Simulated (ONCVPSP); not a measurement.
Before and after: ONCV potential for silicon

- Element: silicon (Si)
- Generator: ONCVPSP 4.0.1
- Type: optimised norm-conserving Vanderbilt (ONCV)
- Functional: PBE
- Relativity: scalar-relativistic
- Frozen core: [He]
- Valence charge: 12
- Reference configuration: 2s2 2p6 3s2 3p0.5 (charge +1.5)
- Partial waves: 2s+3s: rc 0.95 bohr, ncon 4, nbas 9, qcut 9.7 1/bohr, 2 projectors; 2p+3p: rc 0.85 bohr, ncon 5, nbas 8, qcut 17.4 1/bohr, 2 projectors; d scattering state at 0.29 Ha: rc 1.00 bohr, ncon 3, nbas 7, qcut 8.3 1/bohr, 2 projectors, debl 1.5 Ha
- Local potential: polynomial inside 0.60 bohr (lpopt 5, dvloc0 2 Ha)
- Core correction: none

Change: p: rc 1.02.

Cutoffs: the cutoffs (Ha) at which the residual kinetic energy of the hardest occupied pseudo-wave falls to 1 and 0.1 mHa per electron; they do not see the model core or the augmentation charge, which bear on the density cutoff. Errors are all-electron minus pseudo energies relative to the spin-unpolarised reference configuration.

Task: What does the change do?

Result: The potential gets softer (123 Ha and 139 Ha → 103 Ha and 118 Ha); the errors of the 4 common tests hardly move; neither file shows a bound ghost. A larger radius leaves more room for a smooth pseudo-wave, so fewer plane waves are needed.

```tsv
quantity	base	changed
cutoff, loose	123 Ha	103 Ha
cutoff, tight	139 Ha	118 Ha
loose cutoff by channel	s 31 Ha, p 123 Ha	s 31 Ha, p 103 Ha
bound ghosts	none	none
GHOST(+) flags under 300 eV	none	none
error for 2s2 2p6 3s2 3p2, meV [ΔE -14.63 eV]	+0.9	+1.2
error for 2s2 2p6 3s2 3p1, meV [ΔE -6.89 eV]	+0.2	+0.3
error for 2s2 2p6 3s2 3p0, meV [ΔE 9.10 eV]	+0.2	+0.2
error for 2s2 2p6 3s0 3p4, meV [ΔE -0.85 eV]	+5.3	+5.9
s: phases at 0.97 bohr within 0.05 rad from the reference energy up to (Ha; the scan ends near 5)	to the end of the scan	to the end of the scan
d: phases at 1.01 bohr within 0.05 rad from the reference energy up to (Ha; the scan ends near 5)	to the end of the scan	to the end of the scan
```
